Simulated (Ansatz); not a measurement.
Relaxation of C2H8O2Si (13 atoms, charge 0, multiplicity 1), to a largest force component of 0.015 eV/Å in at most 40 steps.

The calculation used RKS PBE/def2-SVP in Ansatz.

```xyz
13
Properties=species:S:1:pos:R:3
O -1.046 1.774 1.104
C -0.847 0.434 0.839
C 0.350 0.303 -0.091
O 0.185 1.111 -1.262
Si 0.905 -1.502 -0.381
H -0.849 2.307 0.270
H -0.673 -0.063 1.806
H -1.703 0.046 0.355
H 1.231 0.822 0.451
H -0.574 0.644 -1.754
H 1.107 -2.186 0.955
H -0.163 -2.184 -1.087
H 2.098 -1.540 -1.188
```

Where does it end, and by what steps?

The forces met the threshold. After 9 steps the energy has fallen by 0.352 eV; H12 moved furthest, 0.22 Å.

```json
{"step": "0", "energy less start (eV)": "0.0000", "largest force component (eV/Å)": "2.292", "accepted": "yes"}
{"step": "1", "energy less start (eV)": "-0.3048", "largest force component (eV/Å)": "0.608", "accepted": "yes"}
{"step": "2", "energy less start (eV)": "-0.3432", "largest force component (eV/Å)": "0.170", "accepted": "yes"}
{"step": "3", "energy less start (eV)": "-0.3469", "largest force component (eV/Å)": "0.045", "accepted": "yes"}
{"step": "4", "energy less start (eV)": "-0.3500", "largest force component (eV/Å)": "0.105", "accepted": "yes"}
{"step": "5", "energy less start (eV)": "-0.3509", "largest force component (eV/Å)": "0.051", "accepted": "yes"}
{"step": "6", "energy less start (eV)": "-0.3319", "largest force component (eV/Å)": "0.356", "accepted": "no"}
{"step": "7", "energy less start (eV)": "-0.3516", "largest force component (eV/Å)": "0.019", "accepted": "yes"}
{"step": "8", "energy less start (eV)": "-0.3517", "largest force component (eV/Å)": "0.019", "accepted": "yes"}
{"step": "9", "energy less start (eV)": "-0.3517", "largest force component (eV/Å)": "0.007", "accepted": "yes"}
```

```xyz
13
Properties=species:S:1:pos:R:3
O -1.111 1.878 1.054
C -0.814 0.509 0.909
C 0.394 0.318 -0.015
O 0.168 1.048 -1.241
Si 0.887 -1.498 -0.399
H -0.966 2.249 0.157
H -0.604 0.084 1.915
H -1.685 -0.069 0.494
H 1.265 0.826 0.456
H -0.518 0.564 -1.742
H 1.002 -2.329 0.852
H -0.187 -2.086 -1.280
H 2.190 -1.527 -1.144
```

Whether the end is a true minimum wasn't checked by a vibrational analysis.

Time of the run: 17 s on 2 threads of Intel(R) Xeon(R) Platinum 8488C (Sapphire Rapids), with other jobs on the host, peak memory 0.17 GiB.
